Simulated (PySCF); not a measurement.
A calculated (PBE0, PySCF 2.14, dyall-acv3z, the non-relativistic Hamiltonian (point nucleus)) atom or ion has these occupied shells.

```csv
shell,electrons,orbital energy (eV),"rms radius, mean of both spins (bohr)"
1s α,1,-723.53,0.205
1s β,1,-719.71,0.205
2s α,1,-74.930,0.991
2p α,3,-54.538,1.00
2p β,1,-47.278,1.00
```

Task: Name the element and its charge.

Result: F²⁺ (fluorine, charge +2), in [He] 2s1 2p4, high-spin 4P determinant (an excited configuration).
